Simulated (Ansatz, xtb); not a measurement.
**Relative energy of two isomers of Al2ClH2OSi**

Structure X is `[Cl][Al]1[O][AlH][SiH]1`, a doublet and structure Y is `[SiH2][Al]1[O][Al]1[Cl]`, a doublet. Both are isolated molecules in the gas phase, relaxed with PBE0-D3(BJ)/def2-SVP; the shapes shown needn't be the lowest conformers.

X (Å):

| atom | x (Å) | y (Å) | z (Å) |
| --- | --- | --- | --- |
| Al | -0.3711 | 0.9724 | 0.0326 |
| Al | 0.2564 | -1.7427 | -0.1858 |
| Cl | 1.0593 | -3.5203 | -0.9452 |
| O | 0.4624 | -0.1984 | -0.9450 |
| Si | -1.0292 | -0.7554 | 1.5532 |
| H | -0.4453 | 2.5155 | -0.2873 |
| H | -1.7599 | -1.1126 | 2.8014 |

Y (Å):

```xyz
7

Al   -0.3445   -0.7103    0.2181
Al    0.9674   -2.3597   -0.8704
Cl    2.2500   -3.7447   -1.7829
O     1.3684   -1.0496    0.2078
Si   -1.7155    0.8476    1.4295
H    -3.1761    0.8727    1.1112
H    -1.2162    2.2343    1.6863
```

Problem. Estimate which is lower in electronic energy at CCSD(T)/def2-SVP + ΔMP2/def2-TZVPP, and by roughly how much.

Solution. The CCSD(T)/def2-SVP + ΔMP2/def2-TZVPP calculation puts structure X lower, by 1.194 eV.

The same difference at several levels:

```tsv
level	geometry	E(Y) − E(X) (eV)	departure from the last row (eV)	job, with rough time for the two
PBE0-D3(BJ)/def2-SVP	PBE0-D3(BJ)/def2-SVP	+1.280	+0.087	optimisation, 2.1 min
HF/def2-SVP	PBE0-D3(BJ)/def2-SVP	+1.356	+0.162	part of the CCSD(T) run
MP2/def2-SVP	PBE0-D3(BJ)/def2-SVP	+1.246	+0.052	part of the CCSD(T) run
CCSD(T)/def2-SVP	PBE0-D3(BJ)/def2-SVP	+1.199	+0.005	single point
CCSD(T)/def2-SVP + ΔMP2/def2-TZVPP	PBE0-D3(BJ)/def2-SVP	+1.194		single point, 65 s
```

As drawn, Y has 1 Al–Al, 1 Si–H in place of 1 Al–Si, 1 Al–H. Structure X has a 4-membered ring, Y a 3-membered ring.

None of the levels shown reverses the order. The largest departure from CCSD(T)/def2-SVP + ΔMP2/def2-TZVPP is that of HF/def2-SVP, 0.162 eV. Levels run at GFN2-xTB geometries aren't shown. The last row adds to CCSD(T) the change of the MP2 difference between the two basis sets, here −0.005 eV.

With harmonic frequencies from PBE0-D3(BJ)/def2-SVP (ideal gas, rigid rotor, one conformer each, 298.15 K, 1 atm): on the last row, ΔE + ΔZPE = +1.181 eV. A mode under 50 cm⁻¹ makes harmonic enthalpies and free energies unreliable, so none is given.

Open shells are spin-unrestricted. The correlated steps freeze 21 core orbitals. Codes used: Ansatz 0.2.0; the last row on 2 threads of Intel(R) Xeon(R) Platinum 8259CL CPU @ 2.50GHz (Skylake/Cascade Lake) on a shared host.
